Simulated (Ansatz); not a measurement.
## Ligand exchange: KBr + SiH2(CH3)(OH) → KOH + SiH2(CH3)Br

Species: KBr, singlet; SiH2(CH3)(OH), singlet; KOH `[OH][K]`, singlet; SiH2(CH3)Br, singlet. The partners trade Br for OH: K–Br and Si–OH bonds give way to K–OH and Si–Br.

Shapes, held fixed at every level: PBE0-D4/def2-TZVP. Flexible molecules stand in one conformer, not always the lowest. Programs: Ansatz 0.2.0. The zero-point and thermal change to 298 K, harmonic and unscaled (PBE0-D4/def2-TZVP), is -3.4 kJ/mol.

| level | kind | ΔH(298 K) (kJ/mol) | less CCSD(T)/def2-TZVPP | CPU time (sum over the molecules) |
| --- | --- | --- | --- | --- |
| HF/def2-SVP | Hartree–Fock | +213.2 | +40.9 | – |
| PBE-D4/def2-TZVPP | GGA | +148.3 | -24.0 | 15 s |
| BHLYP-D4/def2-TZVPP | global hybrid | +182.5 | +10.2 | 22 s |
| r2SCAN0-D4/def2-TZVPP | global hybrid | +175.9 | +3.6 | 23 s |
| wB97X-V/def2-TZVPP | range-separated hybrid | +168.9 | -3.4 | 41 s |
| MP2/def2-SVP | perturbation theory | +178.4 | +6.1 | – |
| CCSD(T)/def2-TZVPP | coupled cluster or CI | +172.3 | 0.0 | 2.8 min |

The highest level, CCSD(T)/def2-TZVPP, gives ΔH(298 K) = +172.3 kJ/mol; the levels span +148.3 to +213.2. The column of differences is taken from that level and isn't an error. No measured value is set beside it here. Relativity is left out for Br unless named. Correlated rows may include outer-core shells of Br, K, which these sets cover unevenly. Times are processor times on shared x86 and Arm servers, and rough.
